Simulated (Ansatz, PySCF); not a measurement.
Process, species as SMILES: NB(N)O → N[B]O + [NH2] (NH2) (the B-N bond at the site shown breaks; other sites are not compared here)
Geometries: B3LYP-D3(BJ)/def2-TZVP minima from Ansatz (a first-principles code), one conformer each, not searched for the lowest. Frequencies are from Ansatz or PySCF.

Wanted: bond dissociation energy (0 K, with B3LYP-D3(BJ) harmonic zero-point energies), in kcal/mol. Correlated levels leave the core frozen unless marked. UHF or UKS for open shells. Spin-orbit coupling is left out. No relativistic terms. CBS(X,Y): correlation extrapolated as X^-3; Hartree-Fock from the larger set.

| level | program | bond dissociation energy (kcal/mol) | minus last row |
|---|---|---|---|
| HF/STO-3G | Ansatz | 111.6 | -15.6 |
| HF/cc-pVTZ | Ansatz | 95.8 | -31.4 |
| SVWN5/def2-TZVPD | Ansatz | 142.5 | 15.3 |
| PBE-D4/def2-TZVPD | Ansatz + dftd4 | 122.7 | -4.5 |
| B3LYP/def2-TZVPD | Ansatz | 120.1 | -7.1 |
| PBE0/STO-3G | Ansatz | 140.1 | 12.9 |
| PBE0-D4/def2-TZVPD | Ansatz + dftd4 | 123.1 | -4.1 |
| B2GP-PLYP/def2-TZVPD | Ansatz | 124.8 | -2.4 |
| RPA@PBE/cc-pVTZ | Ansatz | 118.9 | -8.3 |
| MP2/6-31G | Ansatz | 124.3 | -2.9 |
| MP2/cc-pVTZ | Ansatz | 129.6 | 2.4 |
| MP2/CBS(cc-pVTZ,cc-pVQZ) | Ansatz | 133.0 | 5.8 |
| CCSD/6-31G | Ansatz | 120.0 | -7.2 |
| CCSD/cc-pVTZ | Ansatz | 122.4 | -4.8 |
| CCSD(T)/CBS(cc-pVTZ,cc-pVQZ) | Ansatz | 127.2 | 0.0 |
